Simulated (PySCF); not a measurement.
## Electron correlation in Be (beryllium, neutral)

[He] 2p2, high-spin 3P determinant (an excited configuration). Calculation: PySCF 2.14, in aug-cc-pCVQZ-DK (9s8p6d4f2g, 109 functions); the spin-free X2C one-electron Hamiltonian (Gaussian nucleus). Frozen: nothing; 4 electrons correlated.

MP2 pair energies summed by pair of shells (mhartree):

```json
{"pair": "1s-1s", "energy": "-39.73", "share (%)": "78.3"}
{"pair": "2p-2p", "energy": "-6.31", "share (%)": "12.4"}
{"pair": "1s-2p", "energy": "-4.69", "share (%)": "9.2"}
```

Total MP2 correlation energy: -50.73 mhartree.

Same-spin part -8.53 and opposite-spin part -42.21 mhartree; SCS-MP2 scales them by 1/3 and 6/5 to -53.49 mhartree.
